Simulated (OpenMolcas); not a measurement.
Sm3+ among 6 point charges of -1 e arranged as a trigonal antiprism (D3d), with a polar angle of 52.0° against the regular 54.74°.

| Property | Result |
| --- | --- |
| Program | OpenMolcas 26.06 |
| Method | CASSCF |
| Basis | ANO-RCC-VDZP [7s6p4d2f1g] |
| Scalar Hamiltonian | DKH2, point nucleus |
| Active space | 5 electrons in 7 orbitals (4f) |
| State averaging | 2S+1 = 6 odd, 21 roots; 2S+1 = 4 odd, 128 roots kept (CI in the orbitals of an earlier block, 108 in the spin-orbit step); 2S+1 = 2 odd, 130 roots kept (CI in the orbitals of an earlier block, 41 in the spin-orbit step) |
| Spin-orbit coupling | state interaction with AMFI integrals over the reference wave functions |

All point charges move together. At R = 2.68 Å the width of the lowest J multiplet is 169 cm-1, and at R = 2.98 Å it is 120 cm-1.

Question: A third run gives 199 cm-1. What distance was it run at?

Answer: With a power law R^-n the two known points give n = -ln(120 / 169) / ln(2.98 / 2.68) = 3.23. Then R = 2.68 × (169 / 199)^(1/3.23) = 2.548 Å. The run was at 2.55 Å, so the estimate is off by -0.002 Å.

High states are left out of the spin-orbit mixing, which shifts the levels that they would mix with. This is an electrostatic model: the charges have no orbitals. A group larger than the point group allows holds several states that coincide in this model. No measured value stands beside these numbers.
